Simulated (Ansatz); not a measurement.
Molecule: sum formula NbOF (charge 0, triplet). The spin state was set by rule; other spins were not relaxed. SMILES: [O]=[Nb][F]
Structure (B3LYP-D3(BJ)/def2-TZVP (Ansatz, a quantum-chemistry and plane-wave program) minimum search):
```xyz
3

Nb     0.0331     0.2284    -0.1575
O      1.3250    -0.8475    -0.3924
F     -1.3284    -0.2873     1.0663
```
Charge 0, spin multiplicity 3.

Parts of the frozen-core correlation energy in def2-SVPD (Ansatz, hartree). Frozen orbitals: 6; correlated occupied orbitals by spin: 10 and 8; virtual: 64 and 66. Open shells are spin-unrestricted. No spin-orbit coupling. In def2 rows, elements after Kr have scalar-relativistic effective core potentials.

| term | value |
|---|---|
| reference (HF) | -230.59876 |
| MP2 opposite-spin | (withheld) |
| MP2 same-spin | (withheld) |
| CCSD correlation | (withheld) |
| (T) | -0.02445 |
| T1 diagnostic | 0.034 |
| largest doubles amplitude | 0.048 |
| <S^2> of the reference | 2.048 |

### Question
Complete the blanks.

### Answer

- MP2 opposite-spin, value: -0.36523
- MP2 same-spin, value: -0.16265
- CCSD correlation, value: -0.50999
